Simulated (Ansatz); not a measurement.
`N[Si](N)(O)O` + HBr → `N[Si](N)(O)Br` + H₂O  (ligand exchange at the Si–O bond)

Isolated molecules relaxed with PBE0-D4/def2-TZVP in Ansatz; ΔE leaves out vibrations. CCSD(T)/CBS adds triple-zeta CCSD(T) − MP2 to the extrapolated MP2 energy (def2 sets, frozen cores). This one scheme is used for every species. DFT in def2-TZVPP. B3LYP here is the variant with VWN-RPA as its local correlation; programs differ in this. HSE06 is defined as in plane-wave codes. For Br outer-core shells are correlated without core-valence functions, which leaves a few kJ/mol of doubt a bond. Scalar relativity is left out up to krypton. Each species was taken in one conformer, which may not be the lowest.

`N[Si](N)(O)O`:

Cartesian coordinates in Å:
```
N 1.217 -0.238 -1.033
Si -0.142 -0.091 -0.024
N 0.124 0.991 1.256
O -0.614 -1.452 0.776
O -1.305 0.368 -1.098
H 2.064 -0.690 -0.737
H 1.114 -0.218 -2.033
H -0.148 0.776 2.199
H 0.759 1.765 1.187
H -1.056 -2.112 0.241
H -2.013 0.899 -0.733
```

HBr:

```xyz
2

Br   -0.174   -0.419   -0.546
H     0.174    0.419    0.546
```

`N[Si](N)(O)Br`:

Z-matrix (Å, degrees):
```
Si
N 1 1.693
O 1 1.637 2 120.0
N 1 1.687 2 108.2 3 118.7
Br 1 2.252 2 102.9 3 -116.5
H 2 1.005 1 121.6 3 91.0
H 2 1.007 1 121.0 3 -63.9
H 3 0.958 1 116.4 2 -87.1
H 4 1.006 1 120.7 2 45.8
H 4 1.006 1 120.6 2 -163.5
```

H₂O:

```xyz
3

O     0.331    0.153    0.136
H    -0.220   -0.513    0.554
H    -0.111    0.360   -0.690
```

(1) Is it downhill or uphill in electronic energy at CCSD(T)/CBS, and by how much? (Best estimate.)

(2) What do these levels give: LDA (SPW92), B3LYP-D4, r2SCAN0-D4, revPBE, BLYP, r2SCAN, B3LYP, r2SCAN0, HSE06, SCS-MP2/def2-TZVPP, MP2/def2-QZVPP, CCSD/CBS(def2)? (An estimate is asked.)

Largest T1 diagnostic among the species: 0.010.

Answers

(1) The calculation gave: Nearly level: ΔE = +0.01 eV.

(2) Ansatz gave: LDA (SPW92) 0.05, B3LYP-D4 0.06, r2SCAN0-D4 0.04, revPBE -0.03, BLYP 0.11, r2SCAN 0.04, B3LYP 0.12, r2SCAN0 0.04, HSE06 -0.01, SCS-MP2/def2-TZVPP 0.07, MP2/def2-QZVPP -0.02, CCSD/CBS(def2) 0.03 eV.

The D4 term adds −0.06 eV with B3LYP and −0.03 eV with PBE0; it sums over pairs of atoms, weighted by their polarisabilities, and B3LYP, whose exchange is more repulsive, gets the larger term. At CCSD(T), def2-SVP lies +0.08 eV from the extrapolated value and def2-TZVPP +0.07 eV.
